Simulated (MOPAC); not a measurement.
A run for MOPAC: PM7 on LiBe-, 2S+1 = 1, a point of a bond scan (R = 2.849 Å). Charge -1.

```
PM7 1SCF PRECISE CHARGE=-1 THREADS=1
BeLi

Li     0.00000000 1     0.00000000 1     0.00000000 1
Be     0.00000000 1     0.00000000 1     2.84851000 1
```

Program output:

```
*******************************************************************************
 **                                                                           **
 **                              MOPAC v23.2.5                                **
 **                                                                           **
 *******************************************************************************
 ** MOPAC's Digital Object Identifier: https://doi.org/10.5281/zenodo.6511958 **
 **                                                                           **
 ** Please cite the open-source release paper for use of this MOPAC version:  **
 ** J. E. Moussa and J. J. P. Stewart (2026)                                  **
 ** MOPAC: An open-source semiempirical molecular orbital program             **
 ** J. Open Source Softw., 11(119), 8025, https://doi.org/10.21105/joss.08025 **
 *******************************************************************************

                              PM7 CALCULATION RESULTS

 *******************************************************************************
 *  PM7        - The PM7 Hamiltonian to be used
 *
 *
 *
 *                 CHARGE ON SYSTEM = -1
 *
 *
 *
 *  PRECISE    - TIGHTER CRITERIA TO BE USED
 *  1SCF       - DO 1 SCF AND THEN STOP
 *  THREADS=1  - MULTI-THREADING NOT USED
 *  T=         - A TIME OF 172800.0 SECONDS REQUESTED
 *  DUMP=N     - RESTART FILE WRITTEN EVERY 7200.0 SECONDS REQUESTED
 *******************************************************************************
PM7 1SCF PRECISE CHARGE=-1 THREADS=1
 BeLi

   ATOM   CHEMICAL          X               Y               Z
  NUMBER   SYMBOL      (ANGSTROMS)     (ANGSTROMS)     (ANGSTROMS)

     1      Li          0.00000000  *   0.00000000  *   0.00000000  *
     2      Be          0.00000000  *   0.00000000  *   2.84851000  *



          CARTESIAN COORDINATES

    NO.       ATOM           X           Y           Z

     1        Li          0.0000      0.0000      0.0000
     2        Be          0.0000      0.0000      2.8485

 General Reference for PM7:
 "Optimization of Parameters for Semiempirical Methods VI: More Modifications to the
 NDDO Approximations and Re-optimization of Parameters", J. J. P. Stewart, J. Mol. Mod., 1:32, 19 (2013)
 https://link.springer.com/article/10.1007/s00894-012-1667-x

           Empirical Formula: Li Be  =     2 atoms



      MOLECULAR POINT GROUP   :   C*v


      RHF CALCULATION, NO. OF DOUBLY OCCUPIED LEVELS = 2


 -------------------------------------------------------------------------------
 PM7 1SCF PRECISE CHARGE=-1 THREADS=1
 BeLi



     1SCF WAS SPECIFIED, SO BFGS WAS NOT USED
     SCF FIELD WAS ACHIEVED


                              PM7 CALCULATION
                                                       MOPAC v23.2.5 Linux




          FINAL HEAT OF FORMATION =        241.43771 KCAL/MOL =    1010.17536 KJ/MOL


          COSMO AREA              =         95.70 SQUARE ANGSTROMS
          COSMO VOLUME            =         79.42 CUBIC ANGSTROMS

          IONIZATION POTENTIAL    =         -1.897142 EV
          HOMO LUMO ENERGIES (EV) =          1.897  8.377
          NO. OF FILLED LEVELS    =          2
          MOLECULAR WEIGHT        =         15.9522         POINT GROUP:  C*v

          MOLECULAR DIMENSIONS (Angstroms)

            Atom       Atom       Distance
           Be     2   Li     1     2.84851
           Be     2   Li     1     0.00000
           Li     1   Be     2     0.00000


          SCF CALCULATIONS        =          1





   ATOM   CHEMICAL          X               Y               Z
  NUMBER   SYMBOL      (ANGSTROMS)     (ANGSTROMS)     (ANGSTROMS)

     1      Li          0.00000000  *   0.00000000  *   0.00000000  *
     2      Be          0.00000000  *   0.00000000  *   2.84851000  *

                             CARTESIAN COORDINATES

   1   Li        0.000000000     0.000000000     0.000000000
   2   Be        0.000000000     0.000000000     2.848510000


           Empirical Formula: Li Be  =     2 atoms



      MOLECULAR POINT GROUP   :   C*v


                  EIGENVALUES
   1.31723   1.89714   8.37655  14.36588  14.44843  19.86070  19.86168  19.87248


              NET ATOMIC CHARGES AND DIPOLE CONTRIBUTIONS

  ATOM NO.   TYPE          CHARGE      No. of ELECS.   s-Pop       p-Pop
    1         Li          -0.289718        1.2897     1.28971     0.00001
    2         Be          -0.710282        2.7103     0.69760     2.01268
 DIPOLE           X         Y         Z       TOTAL
 POINT-CHG.     0.000     0.000    -1.988     1.988
 HYBRID         0.000    -0.000     0.413     0.413
 SUM            0.000    -0.000    -1.576     1.576


          ATOMIC ORBITAL ELECTRON POPULATIONS

     Atom    s        px        py        pz
    1 Li   1.28971   0.00000   0.00000   0.00001
    2 Be   0.69760   2.00000   0.00000   0.01268

 **********************
 *                    *
 * JOB ENDED NORMALLY *
 *                    *
 **********************




 == MOPAC DONE ==
```

The run finished.

Cost: roughly 0.03 core-seconds.
